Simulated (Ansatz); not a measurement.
Mulliken charges of C3H5BO, SMILES `C=C1CBO1` from r2SCAN/def2-TZVPP in Ansatz (PBE0-D4/def2-TZVP geometry).

```
atom   x (Å)   y (Å)   z (Å)  charge (e)
  C1  -1.579   0.736  -0.133      -0.272
  C2  -0.351   0.261  -0.152       0.206
  C3   0.501  -0.707   0.630      -0.178
  B4   1.536  -0.240  -0.469       0.200
  O5   0.641   0.610  -1.083      -0.289
  H6  -1.910   1.458  -0.869       0.098
  H7  -2.271   0.403   0.628       0.089
  H8   0.163  -1.744   0.604       0.073
  H9   0.692  -0.420   1.666       0.073
 H10   2.661  -0.408  -0.819       0.001
```

Question: By hand: the dipole of these point charges (1 e Å = 4.8032 D).

Answer: Σ q r = (0.066, -0.224, 0.248) e Å, of length 0.341 e Å = 1.64 D.

Question: How does the dipole of the full density compare? (An estimate is asked.)

Answer: Ansatz gave: (-0.033, -0.177, 0.238) e Å, 1.43 D; the point charges give 1.15 times that, at 18° from its direction.

Point charges leave out the atoms' own dipoles, such as those of lone pairs, and Mulliken's split depends on the basis, so the two needn't agree.
